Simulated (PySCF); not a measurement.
Values are calculated unless marked as measured or tabulated.
# C2H6ClSi

The system: C2H6ClSi, a small molecule (built as: Si site whose three back bonds go to CH3, CH3, Cl); neutral, doublet. The structure, one conformer, was relaxed in the gas phase by PBE0-D3(BJ)/def2-SVP. No frequency run checks that it is a minimum.

SMILES: C[Si](C)Cl

```csv
atom,x (Å),y (Å),z (Å)
Si1,-0.400,0.750,-0.218
C2,-1.315,-0.849,0.147
C3,1.437,0.449,-0.468
Cl4,-0.632,2.027,1.422
H5,-1.212,-1.546,-0.700
H6,-2.386,-0.668,0.321
H7,-0.892,-1.327,1.046
H8,1.982,1.390,-0.631
H9,1.859,-0.046,0.423
H10,1.600,-0.205,-1.339
```

EPR values by unrestricted B3LYP, IGLO-III on C Cl Si, pcH-1 on H.

(1) Predict g and the largest hyperfine couplings. Where does the spin sit?

(2) How do the isotropic couplings move with BHandHLYP?

Answers

(1) g = 2.0021, 2.0051, 2.0062. The spin sits on Si1 (83 %, bonded to 2 C + 1 Cl) by Mulliken populations.
```csv
atom,isotope,isotropic (MHz),"dipolar, principal values (MHz)"
Si1,29Si,-639.3,"-152.1, 75.7, 76.5"
C2,13C,51.3,"-6.1, -5.5, 11.6"
C3,13C,51.2,"-6.1, -5.6, 11.6"
H9,1H,51.6,"-4.4, 0.0, 4.4"
H7,1H,51.4,"-4.4, 0.0, 4.4"
Cl4,35Cl,20.2,"-16.8, -15.9, 32.7"
```

(2) Si1 -639.3 to -676.1 MHz, C2 51.3 to 52.5 MHz, C3 51.2 to 52.3 MHz, H9 51.6 to 50.5 MHz.
